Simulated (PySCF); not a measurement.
**How methods differ on the ionisation energy of Ne(2+)**

Ne(2+) [He] 2s2 2p4 (3P) → Ne(3+) [He] 2s2 2p3 (4S), as a difference of total energies. Computed with PySCF 2.14 in def2-QZVPPD (8s5p4d2f1g, 66 functions), with no relativity, point nucleus. Correlated levels: valence: 1s2 frozen; valence and next inner shell: nothing frozen. The calculations carry no spin-orbit coupling.

```tsv
method	ionisation energy (eV)	plus first-order spin-orbit estimate	error of that sum (eV)
UHF	61.845	61.883	-1.540
LDA	63.641	63.679	+0.256
PBE	63.892	63.930	+0.507
PBE0	63.744	63.783	+0.360
r2SCAN	63.621	63.659	+0.236
B97-3	63.807	63.845	+0.422
B2PLYP	63.658	63.697	+0.274
TPSSh	63.927	63.965	+0.542
PBEsol	63.512	63.550	+0.127
MP2 (valence)	63.160	63.198	-0.225
SCS-MP2 (valence)	63.288	63.326	-0.097
MP2 (valence and next inner shell)	63.179	63.217	-0.206
SCS-MP2 (valence and next inner shell)	63.296	63.334	-0.089
```

Reference: 63.423 eV (measured; NIST Atomic Spectra Database, ionization energies).

A first-order spin-orbit estimate (lowest level to lowest level, LS coupling) adds 0.038 eV.

Errors of the correlated levels include the incompleteness of this basis and the frozen core.
